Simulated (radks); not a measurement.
Results of a calculation; reference values are marked as such.
Polarisability of neutral silver, [Kr] 4d10 5s1, at imaginary frequency. Code: a radial shooting solver on a logarithmic mesh with Libxc functionals. Model: non-relativistic Kohn-Sham, LB94 model potential, spin-unpolarised, spherical densities, point nucleus; relativity is left out, which matters for an element this heavy. Response by self-consistent Sternheimer equations with the Hartree and adiabatic LDA kernel.

w (hartree)  alpha1(iw) (bohr^3)  alpha2(iw) (bohr^5)
0.00266                    35.77                271.9
0.0143                     35.60                271.3
0.0360                     34.66                267.9
0.0697                     32.03                257.4
0.118                      27.22                234.5
0.186                      21.20                197.0
0.280                      15.60                149.7
0.413                      11.21                103.2
0.605                      7.952                65.67
0.892                      5.488                39.21
1.35                       3.562                21.94
2.12                       2.055                11.19
3.59                      0.9709                4.862
6.94                      0.3373                1.559
17.5                     0.07414               0.2743

Static values: alpha1 = 35.78 bohr^3 (5.302 angstrom^3; uncoupled 59.48), alpha2 = 271.9 bohr^5, alpha3 = 4217 bohr^7. C6 = 256.5, C8 = 10650, triple-dipole C9 = 6009 atomic units. One-pole (London) frequency 4 C6 / (3 alpha1^2) = 0.267 hartree, against 0.317 for minus the highest occupied eigenvalue. Recommended static value: 55 bohr^3 (Schwerdtfeger and Nagle, 2023 table).

Beside tabulated values, note that spin-unpolarised runs miss the spin-polarisation part of the exchange energy of open shells.
